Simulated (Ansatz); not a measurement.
`CCC(N)=O` + `CCB(O)O` → `CCB(O)OC` + `CC(N)=O`  (substitution at a C–C bond)

Program: Ansatz. Geometries: PBE0-D4/def2-TZVP. ΔE: electronic, gas phase. CBS: MP2 limit from def2 TZ/QZ plus the TZ coupled-cluster correction, frozen cores. DFT in def2-TZVPP. B3LYP here is the variant with VWN-RPA as its local correlation; programs differ in this. One conformer a species, not always the lowest.

`CCC(N)=O`:

Cartesian coordinates in Å:
```
C 1.028 1.202 -0.591
C 0.272 -0.109 -0.538
C -0.714 -0.165 0.613
N -1.131 -1.414 0.946
O -1.118 0.823 1.186
H 1.674 1.241 -1.470
H 0.334 2.042 -0.627
H 1.650 1.332 0.297
H 0.959 -0.959 -0.473
H -0.306 -0.254 -1.459
H -0.814 -2.230 0.457
H -1.833 -1.510 1.659
```

`CCB(O)O`:

Z-matrix (Å, degrees):
```
C
C 1 1.524
H 1 1.095 2 111.7
H 1 1.092 2 112.1 3 119.7
H 1 1.095 2 111.7 3 -120.6
B 2 1.575 1 115.9 3 60.3
H 2 1.096 1 110.2 3 -62.3
H 2 1.096 1 110.3 3 -177.1
O 6 1.363 2 118.8 1 179.6
O 6 1.370 2 123.8 1 -0.4
H 9 0.962 6 111.9 2 180.0
H 10 0.959 6 113.0 2 0.0
```

`CCB(O)OC`:

Cartesian coordinates in Å:
```
C -1.025 1.920 -0.381
C -0.357 0.561 -0.542
B 0.151 -0.099 0.792
O -0.028 0.547 1.980
O 0.779 -1.314 0.847
C 1.022 -2.080 -0.309
H -1.356 2.324 -1.340
H -0.343 2.643 0.071
H -1.896 1.856 0.275
H 0.491 0.636 -1.235
H -1.043 -0.141 -1.035
H 0.325 0.037 2.714
H 1.531 -2.994 -0.004
H 0.090 -2.350 -0.815
H 1.661 -1.545 -1.019
```

`CC(N)=O`:

```xyz
9

C    -0.431   -0.643   -0.784
C     0.198    0.563   -0.131
N     0.434    0.455    1.201
O     0.480    1.562   -0.758
H     0.277   -1.051   -1.507
H    -0.715   -1.428   -0.081
H    -1.312   -0.317   -1.337
H     0.206   -0.371    1.722
H     0.865    1.230    1.674
```

**Question.** Is it downhill or uphill in electronic energy at CCSD(T)/CBS, and by how much? (An estimate is asked.)

**Answer.** Computed: Uphill: ΔE = +13.6 kcal/mol.

**Question.** What do these levels give: PBE-D4, r2SCAN-D4, B3LYP-D4, ωB97M-V, B2PLYP, PBE, r2SCAN, PBE0, MP2/def2-TZVPP, CCSD/def2-TZVPP, SCS-MP2/def2-QZVPP, CCSD/CBS(def2)? (Estimate.)

**Answer.** The calculation gave: PBE-D4 12.6, r2SCAN-D4 12.8, B3LYP-D4 11.5, ωB97M-V 13.0, B2PLYP 12.5, PBE 12.7, r2SCAN 12.9, PBE0 13.3, MP2/def2-TZVPP 14.4, CCSD/def2-TZVPP 13.3, SCS-MP2/def2-QZVPP 13.4, CCSD/CBS(def2) 13.6 kcal/mol.

Largest T1 diagnostic among the species: 0.014.

In def2-TZVPP, CCSD(T) changes the Hartree–Fock value by +2.1 kcal/mol (the triples alone add +0.1 kcal/mol) and MP2 by +3.1 kcal/mol.
